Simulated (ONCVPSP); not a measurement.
**indium: one change to an ONCV potential, before and after**

```json
{"Element": "indium", "Generator": "ONCVPSP 4.0.1", "Type": "optimised norm-conserving Vanderbilt (ONCV)", "Functional": "LDA (Perdew-Zunger)", "Relativity": "fully relativistic", "Frozen core": "[Kr] 4d10", "Valence charge": "3", "Reference configuration": "5s2 5p0.75 (charge +0.25)", "Partial waves": "5s: rc 1.85 bohr, ncon 4, nbas 9, qcut 3 1/bohr, 2 projectors, debl 3.3 Ha; 5p: rc 2.40 bohr, ncon 5, nbas 8, qcut 2.9 1/bohr, 2 projectors, debl 2.8 Ha; d scattering state at 0.07 Ha: rc 2.60 bohr, ncon 4, nbas 7, qcut 4.1 1/bohr, 2 projectors, debl 1.6 Ha", "Local potential": "polynomial inside 1.20 bohr (lpopt 1, dvloc0 -1 Ha)", "Core correction": "Teter function, fcfact 4.5, rcfact 1.6"}
```

Open shells are filled in proportion to 2j + 1.

All-electron outer shells of the reference configuration (LDA (Perdew-Zunger), scalar-relativistic, ld1.x):

| shell | level (eV) | outermost node (bohr) | outermost maximum (bohr) |
| --- | --- | --- | --- |
| 4p | -79.75 | 0.42 | 0.82 |
| 4d | -20.41 | 0.40 | 0.94 |
| 5s | -10.05 | 1.02 | 2.13 |
| 5p | -4.08 | 1.14 | 2.78 |

Change: p: rc 2.04.

Cutoffs: the cutoffs (Ha) at which the residual kinetic energy of the hardest occupied pseudo-wave falls to 1 and 0.1 mHa per electron; they do not see the model core or the augmentation charge, which bear on the density cutoff. Errors are all-electron minus pseudo energies relative to the spin-unpolarised reference configuration.

Q: How do hardness, ghosts and transferability respond?

A: The potential gets harder (6.0 Ha and 21 Ha → 37 Ha and 46 Ha); both files keep a bound ghost (d, s); the errors of the 4 common tests hardly move. A smaller radius makes the pseudo-wave follow the all-electron one further in, where it bends more sharply, so more plane waves are needed.

```csv
quantity,base,changed
"cutoff, loose",6.0 Ha,37 Ha
"cutoff, tight",21 Ha,46 Ha
loose cutoff by channel,"s 6.0 Ha, p 4.8 Ha","s 6.0 Ha, p 37 Ha"
bound ghosts,"s, d5/2, d3/2","s, d5/2, d3/2"
GHOST(+) flags under 300 eV,"p3/2 at 61.7 eV, p1/2 at 69.2 eV","p3/2 at 67.1 eV, p1/2 at 70.8 eV"
"error for 5s2 5p1, meV [ΔE -0.85 eV]",-2.5,-2.5
"error for 5s2 5p0, meV [ΔE 4.76 eV]",-45,-46
"error for 5s1 5p0, meV [ΔE 24.42 eV]",-359,-362
"error for 5s1 5p2, meV [ΔE 5.08 eV]",-16,-14
s: phases at 1.88 bohr within 0.05 rad from the reference energy up to (Ha; the scan ends near 5),to the end of the scan,to the end of the scan
d5/2: phases at 2.63 bohr within 0.05 rad from the reference energy up to (Ha; the scan ends near 5),0.4,0.4
d3/2: phases at 2.63 bohr within 0.05 rad from the reference energy up to (Ha; the scan ends near 5),0.5,0.5
"rms error of d²Exc/dni dnj with the model core, mHa",0.65,0.68
```

Base: The cutoffs count occupied waves only; projector 2 of the s channel, the hardest unoccupied one, needs 51 Ha at the loose tolerance. A true bound ghost makes a file unfit for plane-wave use even where its test errors are small: the radial tests pick states by their node count and pass the ghost by.
